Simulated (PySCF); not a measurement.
Compound: C5H8FO (doublet state).
Cartesian coordinates in Å at the GFN2-xTB level; atoms count from 1:
```xyz
15
C5H8FO angstrom
C     -0.9942   -0.3728    2.2366
C     -1.1136   -0.9230    0.9932
C     -0.2787   -0.7343   -0.0986
O     -0.6028   -1.3890   -1.2500
C      0.9455    0.1289   -0.1161
C      0.7762    1.3567   -1.0159
F      0.7232    0.9669   -2.3380
H     -0.1972    0.2970    2.5050
H     -1.7100   -0.6016    3.0032
H     -1.9466   -1.5879    0.8060
H     -0.0488   -1.0796   -1.9782
H      1.8018   -0.4465   -0.4869
H      1.1714    0.4715    0.8908
H      1.6277    2.0380   -0.9295
H     -0.1584    1.8837   -0.8049
```

The hyperfine couplings belong to this conformer and change with its torsions.

As a line formula: `C=C[C](O)CCF` [radical].

The calculation used UKS B3LYP, pcH-1 on C F H O, non-relativistic, mean-field spin-orbit, GIAO in PySCF 2.14.0. Isolated species at its GFN2-xTB geometry (one conformer only). The geometry wasn't refined by DFT: couplings that depend on bond lengths, twists or pyramidal angles can differ widely from those at the functional's own minimum. Stability of the SCF solution: not tested.

Principal values of hyperfine tensors in MHz (contact and dipolar terms together), for some of the nuclei:

| atom | isotope | A1 | A2 | A3 |
| --- | --- | --- | --- | --- |
| C3 | 13C | 4.53 | 4.97 | 156.66 |
| C2 | 13C | -68.59 | -36.15 | -30.09 |
| H9 | 1H | -61.94 | -38.74 | -15.57 |
| C6 | 13C | 34.59 | 34.83 | 42.43 |
| H12 | 1H | 33.77 | 34.45 | 43.11 |
| H8 | 1H | -56.50 | -37.39 | -15.23 |
| C5 | 13C | -19.84 | -19.70 | -17.86 |
| O4 | 17O | -62.67 | 8.61 | 10.30 |

Question: Give the isotropic coupling of each nucleus in MHz and in mT (g = 2.0030), and the anisotropic part.

Answer: a_iso = (A1 + A2 + A3)/3, Ti = Ai − a_iso; 1 mT corresponds to 28.035 MHz.

```
atom  a_iso (MHz)  a_iso (mT)      T1      T2      T3
  C3        55.39       1.976  -50.86  -50.42  101.27
  C2       -44.94      -1.603  -23.64    8.79   14.85
  H9       -38.75      -1.382  -23.19    0.01   23.18
  C6        37.28       1.330   -2.69   -2.45    5.14
 H12        37.11       1.324   -3.34   -2.66    6.00
  H8       -36.37      -1.297  -20.13   -1.02   21.14
  C5       -19.13      -0.682   -0.70   -0.57    1.28
  O4       -14.59      -0.520  -48.09   23.20   24.89
```

Question: What spin density at the nucleus of H8 lies behind its contact coupling (g_N = 5.58569)?

Answer: a_FC = (2μ0/3) gₑ μB g_N μN ρ(0)/(2S·h) = 800.24 MHz × g_N × ρ(0)/(2S), with ρ in bohr⁻³. With a_FC = -36.37 MHz and 2S = 1, ρ(0) = -0.008137 bohr⁻³. In magnitude that is 2.6 % of the 1/π = 0.318 of a free hydrogen atom.

Question: C1 (13C, g_N = 1.40482) isn't in the table. Its spin density at the nucleus is 0.04396 bohr⁻³. What is its contact coupling?

Answer: By the same relation, a_FC = 49.4 MHz. Its full tensor has the principal values 2.17, 3.93, 142.17 MHz.

Question: Which nucleus of the table has the largest anisotropic coupling, and what is its form?

Answer: C3: -50.9, -50.4, 101.3 MHz, axial, in the ratio −1:−1:+2, the form that spin in one p orbital centred on that nucleus gives.

Question: What first-order splitting does H9 cause when the field lies along A1, A2 or A3 of its tensor (g taken as isotropic, no quadrupole term)?

Answer: 2 lines (I = 1/2), spaced by |A_i|/(g × 13.996): 2.21, 1.38, 0.56 mT along the axes of A1, A2 and A3.
